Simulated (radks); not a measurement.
Values are calculated unless marked as measured or tabulated.
Problem. Pm I, 61 electrons, occupied as [Xe] 4f5 6s2. Level of theory: Dirac Kohn-Sham, Slater X-alpha with alpha = 0.968, spin-unpolarised, spherical densities, finite nucleus; open shells are shared between the two j in proportion to 2j + 1; Fermi nuclear charge, rms radius 4.962 fm (a radial shooting solver on a logarithmic mesh with Libxc functionals). Some entries of the table are withheld. Estimate them.

orbital     occ.  eigenvalue (eV)  <1/r> (bohr^-1)
1s1/2          2        -45191.40            67.49
2s1/2          2        -7384.935            16.04
2p1/2          2              (1)              (2)
2p3/2          4              (3)              (4)
3s1/2          2        -1621.485            5.838
3p1/2          2        -1457.784            5.760
3p3/2          4        -1342.959            5.334
3d3/2          4        -1055.574              (5)
3d5/2          6        -1030.461              (6)
4s1/2          2        -326.2840              (7)
4p1/2          2              (8)            2.333
4p3/2          4              (9)            2.189
4d3/2          4        -133.2896            1.975
4d5/2          6        -128.7408            1.939
5s1/2          2         -45.1335           0.9406
5p1/2          2         -27.8758             (10)
5p3/2          4         -24.3745             (11)
4f5/2    2.14286          -7.4153            1.395
4f7/2    2.85714          -6.8698            1.379
6s1/2          2          -4.2089           0.3073

Solution. 
(1) 2p1/2 eigenvalue (eV): -7009.204
(2) 2p1/2 <1/r> (bohr^-1): 16.04
(3) 2p3/2 eigenvalue (eV): -6442.063
(4) 2p3/2 <1/r> (bohr^-1): 14.35
(5) 3d3/2 <1/r> (bohr^-1): 5.212
(6) 3d5/2 <1/r> (bohr^-1): 5.105
(7) 4s1/2 <1/r> (bohr^-1): 2.435
(8) 4p1/2 eigenvalue (eV): -263.2352
(9) 4p3/2 eigenvalue (eV): -237.9932
(10) 5p1/2 <1/r> (bohr^-1): 0.8292
(11) 5p3/2 <1/r> (bohr^-1): 0.7775
